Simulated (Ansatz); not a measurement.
Isolated molecules relaxed with PBE0-D4/def2-TZVP in Ansatz; ΔE leaves out vibrations. CCSD(T)/CBS is the MP2 limit (def2-TZVPP, def2-QZVPP) plus CCSD(T) − MP2 in def2-TZVPP, frozen cores. This one scheme is used for every species. Functionals use def2-TZVPP. Each species was taken in one conformer, which may not be the lowest.

chlorotrimethylsilane + `OBF` → `C[Si](C)(C)OBF` + HCl  (ligand exchange at the Si–Cl bond)

| level | ΔE (kJ/mol) | difference from CCSD(T)/CBS |
| --- | --- | --- |
| PBE-D4 | 16.1 | 9.5 |
| r2SCAN-D4 | 9.7 | 3.1 |
| r2SCANh-D4 | 9.7 | 3.1 |
| PBE | 18.4 | 11.8 |
| LC-ωPBE | 11.9 | 5.3 |
| CCSD/def2-SVP | 9.2 | 2.6 |
| SCS-MP2/def2-TZVPP | 6.5 | -0.1 |
| CCSD(T)/def2-TZVPP | 4.1 | -2.5 |
| SCS-MP2/def2-QZVPP | 7.6 | 1.0 |
| CCSD/CBS(def2) | 5.5 | -1.1 |
| CCSD(T)/CBS | 6.6 | 0 |

Largest T1 diagnostic among the species: 0.013.

Leaving LDA and LC-ωPBE aside and taking each functional with its dispersion term where it has one, the values, not all of them listed here, spread over 14.0 kJ/mol, from CAM-B3LYP-D4 to PBE-D4. LDA lies −6.9 kJ/mol from PBE without D4. From BLYP to BHLYP (50 % exact exchange), in def2-TZVPP and without D4, ΔE moves by −5.0 kJ/mol. The D4 term adds −3.1 kJ/mol with B3LYP and −2.2 kJ/mol with PBE0; it sums over pairs of atoms, weighted by their polarisabilities, and B3LYP, whose exchange is more repulsive, gets the larger term.

B3LYP here is the variant with VWN-RPA as its local correlation; programs differ in this.
